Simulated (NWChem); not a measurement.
Molecule: N$_{2}$H$_{3}$, doublet; SMILES N[NH]

```xyz
5

N     -0.1176    -0.7494     0.0044
N     -0.0142     0.5829    -0.0624
H      0.8367    -1.1099    -0.0443
H      0.8330     1.0530     0.2288
H     -0.8652     1.0705     0.1677
```
Atoms are numbered in this order, from 1.

Results from NWChem. Pople sets run with spherical d functions. Spin-unrestricted. Coordinates come from a PBE0-D3(BJ)/def2-TZVP, spin-unrestricted optimisation. No stability test was run on the SCF state. Vzz is the largest principal value of the second derivative of the potential at the nucleus (NWChem prints the opposite sign); η is the asymmetry. Non-relativistic.

```tsv
level	Vzz N1 (a.u.)	η N1	Vzz N2 (a.u.)	η N2	relative time
PBE0/def2-TZVP	0.753	0.82	-0.892	0.34	5
PBE0/def2-SVP	0.743	0.72	-0.949	0.24	2
B3LYP/6-31G*	0.738	0.64	-0.912	0.26	1
B3LYP/def2-SVP	0.762	0.68	-0.954	0.23	1
```

Relative times are rough (shared machine, one core).
